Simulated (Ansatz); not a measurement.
The cluster Na6Pt⁻, relaxed as a doublet with UKS PBE0-D4/def2-SVPD in Ansatz, starting from the GFN2-xTB geometry. Force threshold 0.02 eV/Å.

In the def2 sets Pt takes a core potential; there is no spin–orbit coupling. The charge -1 doublet is spin-contaminated (final ⟨S²⟩ up to 1.02, 0.75 for a pure state). The relaxation made no stability test and no search for a lower SCF solution. No other spin state of charge -1 was run. The structure comes from a short search, and lower isomers may exist.

Start:

Cartesian coordinates in Å:
```
Pt -0.5238 1.5190 -1.2928
Na -1.2896 -1.3955 2.0529
Na 1.4819 -0.0069 2.3807
Na -1.2411 -1.3854 -1.6287
Na 2.1840 1.8454 -0.8821
Na -2.8399 0.7199 0.0467
Na 2.2285 -1.2965 -0.6766
```

| step | energy (eV) | largest force component (eV/Å) | SCF passes |
| --- | --- | --- | --- |
| 1 | -29721.2873 | 0.491 | 32 |
| 2 | -29721.4743 | 0.399 | 47 |
| 3 | -29721.6605 | 0.350 | 51 |
| 4 | -29721.8423 | 0.432 | 53 |
| 5 | -29722.0179 | 0.418 | 55 |
| 6 | -29722.1987 | 0.441 | 58 |
| 7 | -29722.3008 | 0.169 | 70 |
| 8 | -29722.3903 | 0.200 | 73 |
| 9 | -29722.5024 | 0.262 | 63 |
| 10 | -29722.5575 | 0.219 | 64 |
| 11 | -29722.5889 | 0.085 | 57 |
| 12 | -29722.6042 | 0.930 | 63 |
| 13 (rejected) | -29722.5923 | 0.266 | 58 |
| 14 | -29722.6228 | 0.155 | 52 |
| 15 | -29722.6292 | 0.104 | 51 |
| 16 | -29722.6377 | 0.049 | 58 |
| 17 | -29722.6406 | 0.023 | 52 |
| 18 (rejected) | -29722.6335 | 0.804 | 52 |
| 19 | -29722.6409 | 0.018 | 54 |
| 20 | -29722.6410 | 0.018 | 47 |
| 21 | -29722.6412 | 0.015 | 43 |
| 22 | -29722.6412 | 0.011 | 40 |
| 23 | -29722.6413 | 0.004 | 38 |

Force components are those of the run's own axes.

End:

```xyz
7

Pt   -0.196    0.247   -0.339
Na   -1.282   -1.800    1.219
Na    0.961    1.001    2.102
Na   -1.017   -1.480   -2.302
Na    1.816    1.958   -1.151
Na   -2.290    1.530    0.927
Na    2.007   -1.456   -0.455
```

Bonds lost: Na4–Na6 (atoms count from 1). Bonds formed: Pt1–Na2, Pt1–Na3, Pt1–Na7, Na2–Na7, Na3–Na6 (atoms count from 1). The end is the same structure that another start reached, the lowest one found.

The force fell under the threshold at step 19, but the optimiser went on. No frequencies were taken in this run, so the end may be a saddle point.

Run time 4 min (4 threads of Arm Neoverse V2 on a shared host), peak host memory 0.6 GiB.
